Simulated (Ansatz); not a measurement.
CoI2⁺: single points at one geometry.

```yaml
crystal:
  periodic: [false, false, false]
  atoms:
    - {symbol: Co, position_ang: [0.000039, 0.000077, -0.000001]}
    - {symbol: I, position_ang: [2.123006, -1.111122, -0.280873]}
    - {symbol: I, position_ang: [-2.123045, 1.111045, 0.280874]}
basis:
  gaussian: {orbitals: def2-TZVP, initial_orbitals: start.molden}
total_charge: 1
magnetization: {spin_polarized: true, initial_magnetization: 2}
hamiltonian: {xc: pbe, dispersion: d4}
scf: {omitted_lower_state_checks: [starts]}
output: {orbitals: {seedname: orbitals}}
```

The file start.molden holds the orbitals of an earlier run on this structure, at another level or in another basis.

```sh
$ ansatz run in.yaml --threads 4 --pin off --events-out ev --progress --plain --max-ram 3916MiB
```

Output, abridged:

```
Functional definition: PBE
1188 factors; their error is unknown
mean field evaluation 1: about -53815.7896 eV, gradient 6.7e0 eV
mean field evaluation 2: about -53816.1798 eV, gradient 1.2e0 eV
mean field evaluation 4: about -53816.2233 eV, gradient 1.2e-2 eV
mean field evaluation 8: about -53816.2000 eV, gradient 7.4e-1 eV
mean field evaluation 16: about -53816.2019 eV, gradient 3.1e-3 eV
mean field evaluation 32: about -53816.2019 eV, gradient 1.0e-5 eV
mean field -53816.20191208 eV, -1977.7089423372 hartree, gradient 2.9e-6 eV, S^2 3.008390; 0 other end points of the search recorded, 0 dependent functions left out
reference -53816.20194801 eV, -1977.7089436577 hartree; 39, 37 occupied and 106, 108 virtual orbitals, 1188 factors
Total energy: -53816.29626825 eV, -1977.7124098623 hartree
Checks for a lower state left out: starts
```

Hardware: 4 threads of Arm Neoverse N1 on a shared host. Wall time 25 s.

As the first input, with `gaussian: {orbitals: def2-TZVP}`, `hamiltonian: {xc: pbe0, dispersion: d4}` (abridged; 97 s):

```
Functional definition: PBE0
mean field evaluation 16: about -53817.0897 eV, gradient 1.5e-1 eV
mean field evaluation 32: about -53817.1452 eV, gradient 6.0e-1 eV
mean field -53817.20372448 eV, -1977.7457582637 hartree, gradient 2.8e-6 eV, S^2 3.020312; 1 other end points of the search recorded, 0 dependent functions left out
Total energy: -53817.28659416 eV, -1977.7488036683 hartree
Checks for a lower state left out: starts
```

First input, but with `hamiltonian: {xc: r2scan, dispersion: d4}` (abridged; 47 s):

```
Functional definition: r2SCAN
mean field evaluation 16: about -53829.0553 eV, gradient 3.7e-4 eV
mean field -53829.05529079 eV, -1978.1812952925 hartree, gradient 7.3e-6 eV, S^2 3.015147
Total energy: -53829.07466857 eV, -1978.1820074127 hartree
Checks for a lower state left out: starts
```

Geometry: PBE0-D4/def2-TZVP, that of the neutral doublet.

In the def2 sets I takes a core potential; there is no spin–orbit coupling. At PBE-D4/def2-TZVP, PBE0-D4/def2-TZVP, r2SCAN-D4/def2-TZVP the charge 1 triplet is spin-contaminated (final ⟨S²⟩ up to 3.02, 2.00 for a pure state). The structure comes from a short search, and lower isomers may exist.
